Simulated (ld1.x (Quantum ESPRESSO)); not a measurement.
## Pseudopotential generation for Be: PAW, LDA (PZ), scalar-relativistic.

ld1.x (Quantum ESPRESSO) 7.5 input, shortened:

```
&input
   title='Be', zed=4., rel=1, dft='PZ', iswitch=3,
   config='[He] 2s2 2p0'
 /
 &inputp
   pseudotype=3, lpaw=.true., tm=.true., lloc=-1, rcloc=2.85,
   nlcc=.true., new_core_ps=.true.,
   which_augfun='PSQ', rmatch_augfun_nc=.true.
 /
4
2S  1  0   2.00   0.00  1.60  1.75  0.0
2S  1  0   0.00   3.35  1.60  1.75  0.0
2P  2  1   0.00   0.00  3.50  4.20  0.0
2P  2  1   0.00   3.05  3.50  4.20  0.0
 &test
   configts(1)='2s2 2p0'
 /
```

Poles of the logarithmic derivatives, all-electron (AE) and pseudo (PS). s: poles at -0.3, 1.4, 4.3 (AE) and -0.3, 1.5, 4.3 (PS) Ry. p: poles at -0.0, 1.5, 4.0 (AE) and -0.0, 1.6, 4.1 (PS) Ry. Test radius 4.57 bohr.

- Cutoffs needed: 10 Ry and 12 Ry (the cutoffs (Ry, on a coarse ladder) from which the occupation-weighted sum of valence levels, in a spherical-Bessel basis at the reference potential, stays within 10 and 1 mRy of its value at 400 Ry)
- Ghost test: ghost state, extra bound levels that the all-electron valence spectrum of the same l lacks: s at -514.6 eV; a true bound ghost makes a file unfit for plane-wave use (spherical-Bessel basis up to 400 Ry, 20 bohr box)
- Configuration tests: test run stopped at test 3 of 7 (negative rho)
- Lowest eigenvalue of the overlap operator: 0.22 (p channel)
- Density cutoff estimated by the generator: 78 Ry
